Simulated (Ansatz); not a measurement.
One change: `C=C[Si](N)(O)O` becomes `[NH2][GeH2][Si](N)(O)O`.

Ansatz, PBE0-D4/def2-TZVP geometries, multiplicity 1. Each molecule was computed in one conformer, which needn't be the lowest.

Scalar relativity is left out up to krypton.

```tsv
property	`C=C[Si](N)(O)O`
size of the dipole moment (PBE/def2-TZVPP) / D	1.89
LUMO energy (ωB97M-V/def2-TZVPP) / eV	1.73
HOMO–LUMO gap (B3LYP/def2-TZVPP) / eV	6.75
LUMO energy (PBE/def2-TZVPP) / eV	-1.39
size of the dipole moment (ωB97M-V/def2-TZVPP) / D	1.96
HOMO energy (PBE0/def2-TZVPP) / eV	-7.60
```

(1) What does the change do to each property? (Best estimate.)

Results:

(1) Computed: 
| property | `[NH2][GeH2][Si](N)(O)O` | shift |
| --- | --- | --- |
| size of the dipole moment (PBE/def2-TZVPP) / D | 1.05 | -0.84 |
| LUMO energy (ωB97M-V/def2-TZVPP) / eV | 1.82 | 0.09 |
| HOMO–LUMO gap (B3LYP/def2-TZVPP) / eV | 6.77 | 0.02 |
| LUMO energy (PBE/def2-TZVPP) / eV | -0.62 | 0.77 |
| size of the dipole moment (ωB97M-V/def2-TZVPP) / D | 1.19 | -0.77 |
| HOMO energy (PBE0/def2-TZVPP) / eV | -7.07 | 0.53 |

Dipoles are sizes alone; their direction can turn.

B3LYP here is the variant with VWN-RPA as its local correlation; programs differ in this.
